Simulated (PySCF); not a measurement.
# Dipole response of Nb³⁺ (niobium, charge +3)

[Kr] 4d2, high-spin 3F determinant. Calculation: PySCF 2.14, in x2c-TZVPPall with one added diffuse shell each of s, p, d, f type (9s7p7d3f1g, 95 functions); the spin-free X2C one-electron Hamiltonian (Gaussian nucleus). Coupled (time-dependent) response in atomic units; α is the mean over directions.

```csv
method,mean α (bohr³),C₆ (like pair),S(−4)
UHF,5.572,24.11,9.447
PBE,5.949,25.57,12.65
PBE0,5.778,24.87,11.20
```

S(−4) is the Cauchy moment in α(ω) = α(0) + S(−4) ω² + …

Spin-orbit coupling is absent.

α(iu) at PBE0:

```tsv
u (hartree)	α(iu) (bohr³)
0	5.778
0.0500	5.751
0.100	5.671
0.200	5.392
0.300	5.028
0.500	4.283
0.750	3.495
1.00	2.870
1.50	1.982
2.00	1.417
3.00	0.8035
5.00	0.3512
```

A single London oscillator, α(iu) = α/(1 + u²/ω²), gives C₆ = (3/4) ω α². Matching the computed C₆ needs ω = 4 × 24.87 / (3 × 5.778²) = 0.993 hartree.

For an ion, C₆ is the dispersion term alone; charge-induced terms of lower order in 1/R come first.
